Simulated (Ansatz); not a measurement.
Si2Ni3⁺, relaxed as a doublet with UKS r2SCAN-D4/def2-SVP in Ansatz, starting from the GFN1-xTB geometry. Force threshold 0.02 eV/Å.

The charge 1 doublet is spin-contaminated (final ⟨S²⟩ up to 1.29, 0.75 for a pure state). The relaxation made no stability test and no search for a lower SCF solution. No other spin state of charge 1 was run. Another isomer (doublet) lies 0.61 eV lower at PBE0-D4/def2-TZVP; other spin states weren't run for this one.

Start:

```xyz
5

Ni   -0.3178    0.8927    0.1247
Ni    1.1296   -0.5810   -0.7985
Ni    1.9198    1.1421    0.0147
Si   -0.9991   -1.1775   -0.6945
Si   -1.7325   -0.2763    1.3536
```

```json
{"step": "1", "energy (eV)": "-138853.9088", "largest force component (eV/Å)": "2.137", "SCF passes": "173"}
{"step": "2", "energy (eV)": "-138854.1537", "largest force component (eV/Å)": "0.843", "SCF passes": "90"}
{"step": "3", "energy (eV)": "-138854.3420", "largest force component (eV/Å)": "0.466", "SCF passes": "101"}
{"step": "4", "energy (eV)": "-138854.5521", "largest force component (eV/Å)": "0.665", "SCF passes": "107"}
{"step": "5", "energy (eV)": "-138854.8264", "largest force component (eV/Å)": "0.841", "SCF passes": "100"}
{"step": "6", "energy (eV)": "-138855.1930", "largest force component (eV/Å)": "1.002", "SCF passes": "98"}
{"step": "7", "energy (eV)": "-138855.5137", "largest force component (eV/Å)": "0.578", "SCF passes": "84"}
{"step": "8", "energy (eV)": "-138855.7132", "largest force component (eV/Å)": "0.608", "SCF passes": "82"}
{"step": "9", "energy (eV)": "-138855.9456", "largest force component (eV/Å)": "0.506", "SCF passes": "77"}
{"step": "10 (rejected)", "energy (eV)": "-138855.8472", "largest force component (eV/Å)": "1.883", "SCF passes": "120"}
{"step": "11", "energy (eV)": "-138856.0172", "largest force component (eV/Å)": "0.213", "SCF passes": "99"}
{"step": "12", "energy (eV)": "-138856.0241", "largest force component (eV/Å)": "0.093", "SCF passes": "115"}
{"step": "13", "energy (eV)": "-138856.0255", "largest force component (eV/Å)": "0.029", "SCF passes": "62"}
{"step": "14", "energy (eV)": "-138856.0256", "largest force component (eV/Å)": "0.004", "SCF passes": "46"}
```

Force components are those of the run's own axes.

End:

```
atom   x (Å)   y (Å)   z (Å)
 Ni1  -0.502   1.031  -0.639
 Ni2   0.856  -0.856  -0.524
 Ni3   1.334   0.999   0.727
 Si4  -1.309  -0.980  -0.805
 Si5  -0.379  -0.195   1.241
```

Bonds formed: Ni2–Si5, Ni3–Si5 (atoms count from 1).

No frequencies were taken in this run, so the end may be a saddle point.

Hardware: 4 threads of Arm Neoverse V2 on a shared host. Wall time 2.8 min.
